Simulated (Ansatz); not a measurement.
## Strength of the C–Si bond: Si(CH3)2(SiH3)Cl → Si(CH3)(SiH3)Cl + CH3

Species: Si(CH3)2(SiH3)Cl, singlet; Si(CH3)(SiH3)Cl, doublet; CH3 (methyl radical) `[CH3]`, doublet. 

Shapes, held fixed at every level: PBE0-D4/def2-TZVP. Programs: Ansatz 0.2.0. Electronic energies: no zero-point or thermal term.

```
               level                   kind  ΔE (kJ/mol)  less CCSD(T)/CBS estimate
       HF/def2-TZVPP           Hartree–Fock       +274.0                     -115.9
   PBE-D4/def2-TZVPP                    GGA       +372.4                      -17.5
 B3LYP-D4/def2-TZVPP          global hybrid       +367.1                      -22.8
  PBE0-D4/def2-TZVPP          global hybrid       +374.1                      -15.8
   B2PLYP/def2-TZVPP          double hybrid       +369.0                      -20.9
  CCSD(T)/def2-TZVPP  coupled cluster or CI       +380.7                       -9.2
CCSD(T)/CBS estimate  coupled cluster or CI       +389.9                        0.0
```

The highest level, CCSD(T)/CBS estimate, gives ΔE = +389.9 kJ/mol; the levels span +274.0 to +389.9. The column of differences is taken from that level and isn't an error. Hartree–Fock misses the correlation of the pair that is broken and comes out low. No measured value is set beside it here. Open shells run unrestricted unless RO is named. The CBS estimate extrapolates MP2 from def2-TZVPP and def2-QZVPP and adds CCSD(T) − MP2 in the triple-zeta set, cores frozen.
